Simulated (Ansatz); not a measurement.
Start from `CC(F)F` and change one atom or group to get `FC(F)[SiH3]`.

Ansatz, PBE0-D4/def2-TZVP geometries, multiplicity 1. 

```csv
property,`CC(F)F`
size of the dipole moment (B3LYP/def2-TZVPP) / D,2.20
size of the dipole moment (PBE/def2-TZVPP) / D,2.05
HOMO energy (ωB97M-V/def2-TZVPP) / eV,-12.08
HOMO energy (PBE0/def2-TZVPP) / eV,-9.65
LUMO energy (PBE/def2-TZVPP) / eV,0.71
HOMO–LUMO gap (B3LYP/def2-TZVPP) / eV,10.55
```

(1) Give the same properties after the change, and the shifts. (Estimate.)

## Answers

(1) Computed: 
```json
{"property": "size of the dipole moment (B3LYP/def2-TZVPP) / D", "`FC(F)[SiH3]`": "1.90", "shift": "-0.30"}
{"property": "size of the dipole moment (PBE/def2-TZVPP) / D", "`FC(F)[SiH3]`": "1.68", "shift": "-0.37"}
{"property": "HOMO energy (ωB97M-V/def2-TZVPP) / eV", "`FC(F)[SiH3]`": "-11.06", "shift": "1.02"}
{"property": "HOMO energy (PBE0/def2-TZVPP) / eV", "`FC(F)[SiH3]`": "-8.74", "shift": "0.91"}
{"property": "LUMO energy (PBE/def2-TZVPP) / eV", "`FC(F)[SiH3]`": "-0.51", "shift": "-1.22"}
{"property": "HOMO–LUMO gap (B3LYP/def2-TZVPP) / eV", "`FC(F)[SiH3]`": "8.59", "shift": "-1.96"}
```

With PBE0 the HOMO rises by 0.91 eV and the LUMO falls by 1.20 eV, so the gap narrows by about 2.11 eV. PBE moves the HOMO by 0.71 eV and ωB97M-V by 1.02 eV. Dipoles are sizes alone; their direction can turn.

B3LYP here is the variant with VWN-RPA as its local correlation; programs differ in this.
